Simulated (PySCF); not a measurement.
# Spin states of I₂

Unrestricted PBE0; I cc-pVTZ-PP with ECP28; scalar-relativistic core potentials (PySCF 2.14). Outer shells of the fragments: I 4d10 5s2 5p5; I 4d10 5s2 5p5.

Followed along the bond (rough minima from three points):

```tsv
2Ms+1	unpaired	⟨S²⟩ at the start	R at minimum (Å)	Te (eV)
1	none	0.00	2.67	0.00
3	σ ↑, π ↑	2.01	none in the scan	≤ 1.43
```

Solutions found at the starting distance of 2.620 Å, counted from the lowest of them; the search is not exhaustive and high or unbound solutions are not listed, so other states can lie among these:

| 2Ms+1 | unpaired | term | E (eV) | ⟨S²⟩ | ⟨Lz²⟩ |
| --- | --- | --- | --- | --- | --- |
| 1 | none | ¹Σ⁺ | 0.00 | 0.00 | 0.00 |
| 3 | σ ↑, π ↑ | ³Π | 1.91 | 2.01 | 1.01 |
| 1 | σ ↑, π ↓ | mixed | 2.12 | 1.01 | 1.01 |
| 3 | π ↑↑ | ³Σ⁻ | 4.59 | 2.01 | 0.00 |
| 3 | σ ↑↑ | ³Σ⁺ | 4.73 | 2.01 | 0.00 |
| 1 | π ↑↓ | mixed | 4.79 | 1.01 | 2.02 |
| 1 | none | mixed | 5.47 | 0.00 | 2.01 |
| 3 | π ↑↑ | mixed | 5.98 | 2.01 | 2.02 |

A term symbol is given only where ⟨S²⟩ and ⟨Lz²⟩ are close to those of a pure state; real π, δ and φ orbitals otherwise mix terms, and g/u labels are left off.

Spin–orbit coupling is left out. Counting both spins, an empty level lies below a filled one in some of these solutions, because spin and occupation are held.
